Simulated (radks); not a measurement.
Values are calculated unless marked as measured or tabulated.
Spherical quantum dot in the effective-mass picture: electrons in a parabolic well V = omega^2 r^2 / 2 with omega = 0.32, all in effective atomic units (hartree* = m*/eps^2 hartree, bohr* = eps/m* bohr), one dielectric constant everywhere. Level of theory: non-relativistic Kohn-Sham, LDA (Slater exchange, Perdew-Wang correlation), spin-polarised, spherical densities (a radial shooting solver with Libxc functionals). Levels are named by radial order and angular momentum (1s, 1p, 1d, 2s, ...), and open shells are averaged over m. Results are scaled to m* = 0.437 and eps = 16.7, for which hartree* = 42.64 meV and bohr* = 2.022 nm.

N = 8, configuration 1s2 1p6. This is the lowest configuration that the search found. Occupied and some empty levels:

level  occupation  eigenvalue (meV)  <r> (nm)
1s              2            109.60     5.863
1p              6            116.17     7.121
1d              0            124.04     8.044
2s              0            126.80     6.926
1f              0            132.89     8.810

Energy (meV): total 575.792, kinetic 71.139, external 218.04, Hartree 363.72, exchange-correlation -77.113.
